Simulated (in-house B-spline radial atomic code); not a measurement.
Configurations of Al II (Al+), with energies counted from [Ne] 3s2. Level of theory: non-relativistic r2SCAN, spin-polarised, spherical fractional occupations, point nucleus; calculated with a B-spline radial code for spherical atoms. Shells without spins written out take the highest spin.

Occupations are held fixed; configurations that lie above the ionisation limit could autoionise.

```json
{"configuration": "[Ne] 3s(0 up, 1 down) 4s(0 up, 1 down)", "E - E(ref) (eV)": "10.886", "highest orbital": "4s down", "its <r> (bohr)": "5.626"}
{"configuration": "[Ne] 3s1 3d1", "E - E(ref) (eV)": "11.392", "highest orbital": "3d up", "its <r> (bohr)": "4.251"}
{"configuration": "[He] 2s2 2p(3 up, 2 down) 3s2 3d(1 up, 0 down)", "E - E(ref) (eV)": "85.984", "highest orbital": "3d up", "its <r> (bohr)": "3.748"}
{"configuration": "[He] 2s2 2p5 3s2 4d1", "E - E(ref) (eV)": "89.378", "highest orbital": "4d up", "its <r> (bohr)": "8.437"}
{"configuration": "[He] 2s(0 up, 1 down) 2p6 3s2 4d(1 up, 0 down)", "E - E(ref) (eV)": "128.48", "highest orbital": "4d up", "its <r> (bohr)": "8.476"}
```

**Question.** Order these further configurations by energy, lowest first.
A. [He] 2s1 2p6 3s2 3p1
B. [Ne] 3s(1 up, 0 down) 4f(1 up, 0 down)
C. [He] 2s1 2p6 3s2 4p1
D. [He] 2s1 2p6 3s2 4d1
E. [Ne] 3s1 4d1

**Answer.** E (14.394 eV), B (14.979 eV), A (116.7 eV), C (126.36 eV), D (128.47 eV).

**Question.** How far above the reference does [He] 2s2 2p5 3s2 4f1 lie?

**Answer.** 90.19 eV; its least bound orbital is 4f up with <r> = 8.94 bohr.
